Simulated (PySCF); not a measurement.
CH11NSi4, SMILES [SiH3]/N=C\[SiH]([SiH3])[SiH3]. Atoms are numbered in the order given.

```xyz
17

Si     3.0117    -0.6414    -0.3795
N      1.6750    -0.4338    -1.5054
C      0.4528    -0.1692    -1.2703
Si    -0.4154     0.1101     0.4265
Si    -2.1368    -1.4735     0.6476
Si    -1.3674     2.2580     0.4250
H      4.2371    -0.9460    -1.1653
H      3.2439     0.6093     0.4100
H      2.7484    -1.7759     0.5613
H     -0.2304    -0.0808    -2.1492
H      0.5852    -0.0299     1.5315
H     -2.9262    -1.2187     1.8913
H     -3.0482    -1.3535    -0.5322
H     -1.5847    -2.8613     0.6943
H     -0.3120     3.3110     0.3231
H     -2.1610     2.4798     1.6723
H     -2.2822     2.3726    -0.7527
```

Geometry optimised at r2SCAN-D4/def2-SVP. The structure was generated by enumeration; whether it is a known compound was not checked. Other conformers were not sampled.

Method: ωB97X/def2-TZVP (PySCF).

Atomic charges (e):

```csv
atom,Löwdin,meta-Löwdin
Si1,0.21,?
N2,-0.04,-0.47
C3,-0.34,-0.11
Si4,0.09,0.23
Si5,0.14,0.25
Si6,0.14,0.25
H7,-0.04,-0.10
H8,-0.05,-0.11
H9,-0.05,-0.11
H10,0.13,?
H11,-0.01,?
H12,-0.03,?
H13,-0.03,?
H14,-0.03,?
H15,-0.03,?
H16,-0.03,?
H17,-0.03,?
```

Complete the blanks. (The exact figures need the calculation; the answer reports its results.)


- Si1, meta-Löwdin: 0.62
- H10, meta-Löwdin: 0.10
- H11, meta-Löwdin: -0.07
- H12, meta-Löwdin: -0.08
- H13, meta-Löwdin: -0.08
- H14, meta-Löwdin: -0.08
- H15, meta-Löwdin: -0.08
- H16, meta-Löwdin: -0.08
- H17, meta-Löwdin: -0.08

Give the Mayer and Wiberg (Löwdin basis) orders of the bonds. (Estimate from the structure and the level; the computed values follow.)


```csv
bond,Mayer,Wiberg
Si1–N2,1.03,1.32
N2–C3,1.96,2.38
C3–Si4,0.92,1.08
Si4–Si5,0.96,1.10
Si4–Si6,0.96,1.10
Si1–H7,0.97,0.97
Si1–H8,0.95,0.96
Si1–H9,0.95,0.96
C3–H10,0.90,0.86
Si4–H11,0.95,0.88
Si5–H12,0.96,0.96
Si5–H13,0.95,0.96
Si5–H14,0.96,0.96
Si6–H15,0.96,0.96
Si6–H16,0.96,0.96
Si6–H17,0.95,0.96
```
